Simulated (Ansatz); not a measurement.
Computed with Ansatz on PBE0-D4/def2-TZVP structures; ΔE is electronic, products minus reactants. CCSD(T)/CBS is the MP2 limit (def2-TZVPP, def2-QZVPP) plus CCSD(T) − MP2 in def2-TZVPP, frozen cores. This one scheme is used for every species. One conformer a species, not always the lowest.

Consider the formal exchange of groups at a C–C bond: `CCCCC(C)(C)C` + ethane → `CCCCCC(C)(C)C` + CH₄.

```tsv
species	CCSD(T)/CBS(def2) energy (Eh)
`CCCCC(C)(C)C`	-315.29028
`CC`	-79.71954
`CCCCCC(C)(C)C`	-354.55002
CH₄	-40.46206
```

**Question.** Work out ΔE.

**Answer.** ΔE = (-354.55002) + (-40.46206) − (-315.29028) − (-79.71954) = -0.00226 Eh = -5.9 kJ/mol.

Largest T1 diagnostic among the species: 0.009.

In def2-TZVPP, CCSD(T) changes the Hartree–Fock value by −13.4 kJ/mol (the triples alone add −2.1 kJ/mol) and MP2 by −15.1 kJ/mol. The D4 term adds −8.6 kJ/mol with B3LYP and −5.3 kJ/mol with PBE0; it sums over pairs of atoms, weighted by their polarisabilities, and B3LYP, whose exchange is more repulsive, gets the larger term.

B3LYP here is the variant with VWN-RPA as its local correlation; programs differ in this.
